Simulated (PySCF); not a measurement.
methoxycyclobutane (C5H10O), SMILES C1(OC)CCC1. Atoms are numbered in the order given.

```xyz
16

C      2.1942     0.8277    -0.0638
O      1.3154    -0.1628     0.4001
C     -0.0310     0.2092     0.3439
C     -0.7494     0.2420    -1.0332
C     -1.9588    -0.4488    -0.3516
C     -1.0182    -0.8741     0.8051
H      2.1121     1.7628     0.5275
H      3.2195     0.4417     0.0317
H      2.0135     1.0832    -1.1268
H     -0.1906     1.1635     0.8888
H     -0.2374    -0.4369    -1.7330
H     -0.9099     1.2149    -1.5220
H     -2.4655    -1.2482    -0.9115
H     -2.7171     0.2783    -0.0226
H     -1.3929    -0.8271     1.8384
H     -0.5749    -1.8656     0.6265
```
Charge 0, spin multiplicity 1.

Geometry optimised at B3LYP-D3(BJ)/def2-SVP. The values are those of a single conformer.

Computed with PySCF with SMD-ωB97X/6-31G*.

Solvation free energies are E(SMD) − E(gas) at the gas-phase geometry, for 1 M in both phases. In vacuum the dipole moment is 1.14 D.

Q: Estimate the solvation free energies in water, N,N-dimethylformamide, chlorobenzene. (An estimate is asked for; the answer gives what the named calculation found.)

A: 
```
solvent                ΔG(solv) (kcal/mol)  its non-electrostatic (CDS) part  dipole (D)
---------------------  -------------------  --------------------------------  ----------
water                                 -1.1                               3.2        1.68
N,N-dimethylformamide                 -3.4                              -1.1        1.46
chlorobenzene                         -4.1                              -2.3        1.37
```
